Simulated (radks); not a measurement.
Question: All-electron atom: the mercury ion Hg+ in [Xe] 4f14 5d10 6s1 (the NIST ground configuration). Method: scalar-relativistic Kohn-Sham, XLYP, spin-polarised, spherical densities, point nucleus; open shells are filled with parallel spins first (spin-orbit coupling, left out, can overturn this in heavy ions); computed with a radial shooting solver on a logarithmic mesh with Libxc functionals. Some entries of the table are withheld. Estimate them.

| orbital | occ. | eigenvalue (eV) | <r^2> (bohr^2) | r(max) (bohr) |
|---|---|---|---|---|
| 1s up | 1 | -83210.35 | 0.0003805 | 0.01022 |
| 1s down | 1 | -83210.33 | 0.0003805 | 0.01022 |
| 2s up | 1 | -14754.78 | 0.005792 | 0.05912 |
| 2s down | 1 | -14754.77 | 0.005792 | 0.05912 |
| 2p up | 3 | -12722.36 | 0.004897 | 0.04906 |
| 2p down | 3 | -12722.36 | 0.004897 | 0.04906 |
| 3s up | 1 | -3508.007 | 0.03732 | 0.1667 |
| 3s down | 1 | -3507.996 | 0.03732 | 0.1667 |
| 3p up | 3 | -2920.988 | 0.03848 | 0.1664 |
| 3p down | 3 | -2920.977 | 0.03848 | 0.1664 |
| 3d up | 5 | -2304.037 | 0.03187 | 0.1355 |
| 3d down | 5 | -2304.028 | 0.03187 | 0.1355 |
| 4s up | 1 | -778.0951 | 0.1798 | 0.3756 |
| 4s down | 1 | -778.0782 | 0.1798 | 0.3756 |
| 4p up | 3 | -585.6958 | 0.2057 | 0.3957 |
| 4p down | 3 | -585.6764 | 0.2057 | 0.3957 |
| 4d up | 5 | -357.6426 | 0.2328 | 0.4027 |
| 4d down | 5 | -357.6196 | 0.2328 | 0.4027 |
| 5s up | 1 | -127.2432 | 0.9110 | 0.8269 |
| 5s down | 1 | -127.2096 | 0.9105 | 0.8270 |
| 4f up | 7 | -104.8253 | 0.2812 | 0.3664 |
| 4f down | 7 | -104.7995 | 0.2811 | 0.3664 |
| 5p up | 3 | -75.5391 | (1) | 0.9278 |
| 5p down | 3 | -75.4805 | (2) | 0.9278 |
| 5d up | 5 | -18.8367 | (3) | 1.164 |
| 5d down | 5 | -18.5622 | (4) | 1.161 |
| 6s up | 1 | -15.0750 | 7.169 | 2.148 |
| 6s down | 0 | -14.4783 | 7.329 | 2.146 |

Answer: 
(1) 5p up <r^2> (bohr^2): 1.223
(2) 5p down <r^2> (bohr^2): 1.220
(3) 5d up <r^2> (bohr^2): 2.593
(4) 5d down <r^2> (bohr^2): 2.557
